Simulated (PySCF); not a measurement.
## Broadened absorption spectrum of C4H7NOSi

C₄H₇NOSi.
SMILES: `C/C=C(\C#N)O[SiH3]`

Computed with TDDFT CAM-B3LYP/def2-SVPD, vertical, gas phase, core orbitals frozen in the response (PySCF). The structure is a single GFN2-xTB conformer in the gas phase; no vibrational or solvent corrections. Torsions of this conformer, `[CH3:1]/[CH:2]=[C:3](\[C:4]#[N:5])[O:6][SiH3:7]`: C2–C3–O6–Si7 -3°.

Computed states:

| state | E (eV) | f |
| --- | --- | --- |
| S1 | 5.89 | 0.281 |
| S2 | 6.26 | 0.0009 |
| S3 | 6.59 | 0.0029 |
| S4 | 7.09 | 0.0001 |
| S5 | 7.30 | 0.0013 |
| S6 | 7.55 | 0.0008 |
| S7 | 7.61 | 0.0063 |
| S8 | 7.66 | 0.064 |

Each state is given a Gaussian of 0.4 eV full width at half maximum, with ε(max) = 2.175×10⁸ f / Δν̃ (Δν̃ the width in cm⁻¹). The width is an assumption, not a result. The curve ends short of the highest state used, and states not computed would add to its high-energy end.

Q: Give the broadened spectrum and its maxima.

A: 
λ (nm), ε (L mol⁻¹ cm⁻¹) and a bar:
```
    175.7         51 
    177.0         36 
    178.4         35 
    179.8         46 
    181.1         66 
    182.5         97 
    183.9        132 
    185.2        164 
    186.6        191 
    188.0        207 
    189.3        214 
    190.7        222 
    192.0        247 
    193.4        325 
    194.8        511 #
    196.1        849 #
    197.5       1487 ##
    198.9       2516 ####
    200.2       3902 ######
    201.6       5892 #########
    203.0       8340 #############
    204.3      10876 #################
    205.7      13630 ######################
    207.1      16081 ##########################
    208.4      17796 ############################
    209.8      18800 ##############################
    211.2      18814 ##############################
    212.5      17968 #############################
    213.9      16292 ##########################
    215.3      14076 ######################
    216.6      11789 ###################
    218.0       9329 ###############
    219.4       7072 ###########
    220.7       5270 ########
    222.1       3695 ######
    223.5       2493 ####
    224.8       1675 ###
    226.2       1054 ##
    227.6        642 #
    228.9        393 #
    230.3        225 
    231.7        125 
    233.0         70 
    234.4         37
```

Maxima: 210 nm (5.89 eV), ε about 19000, made up of S1 (100%) (ε in L mol⁻¹ cm⁻¹; maxima over ε = 5, shares over 10%). At its high-energy end, 7.06 eV, the curve is still rising (ε about 52, from S4, S5 and S8).

Q: Coming from long wavelengths, where does ε first pass 100 L mol⁻¹ cm⁻¹?

A: At about 232 nm (5.34 eV), 0.55 eV below S1.

Q: What would ε be at 5.89 eV, the highest of these maxima, with half the width (0.2 eV)?

A: About 37900 L mol⁻¹ cm⁻¹ against 18900, a factor of about 2.00; a lone state at its own centre would give exactly 2.

Q: On this curve, what absorbance would a 10⁻⁴ mol/L sample give at 193 nm over a 1 cm path?

A: 193 nm is 6.424 eV, where ε is about 290 L mol⁻¹ cm⁻¹, so A = ε c l ≈ 0.029 (Beer–Lambert, with the gas-phase spectrum and the assumed width).

Time: 67 s wall; peak memory 0.90 GiB. Hardware: one thread of an Arm Neoverse V1, shared host with 32 logical CPUs at a one-minute load of 27.
